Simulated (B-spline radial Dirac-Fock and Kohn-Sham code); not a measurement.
## Nd⁴⁺ 4s: cross section and angular parameters

System: the Nd⁴⁺ ion, 1s2 2s2 2p6 3s2 3p6 3d10 4s2 4p6 4d10 4f2 5s2 5p6; threshold 370.0 eV (orbital energy of the model). These are calculated numbers from a B-spline atomic structure program; the model is Dirac-Hartree-Slater photoionisation with a Latter tail; cross sections with all multipoles, angular parameters from the dipole term and its interference with E2.

For linearly polarised light dσ/dΩ = σ/(4π) [1 + β P₂(cos θ) + (δ + γ cos²θ) sin θ cos φ], with θ from the polarisation vector and φ the angle between the beam and the projection of the electron momentum on the plane normal to the polarisation.

```
hν (eV)  σ (kb)      β       γ
    400     107  1.927   0.456
    641    63.5  1.956   0.469
    790    48.2  1.962   0.432
    800    47.4  1.963   0.430
   1200    25.9  1.971   0.312
 1253.6    24.2  1.971   0.296
   1350    21.5  1.972   0.269
   2350    8.43  1.978   0.049
   3140    5.02  1.980  -0.052
   3450    4.23  1.980  -0.077
   3950    3.29  1.981  -0.106
   4000    3.22  1.981  -0.108
 5414.7    1.81  1.982  -0.119
   5640    1.67  1.982  -0.114
   6320       ?      ?       ?
   7410   0.977  1.983  -0.039
   7670   0.912  1.983  -0.024
 9251.7   0.624  1.983   0.087
  11400   0.405  1.983   0.267
  11600   0.390  1.983   0.284
  15000   0.226  1.982   0.593
```

Problem. Give the values at 6320 eV.

Solution. σ = 1.34 kb, β = 1.982, γ = -0.092. For an s subshell δ is negligible.
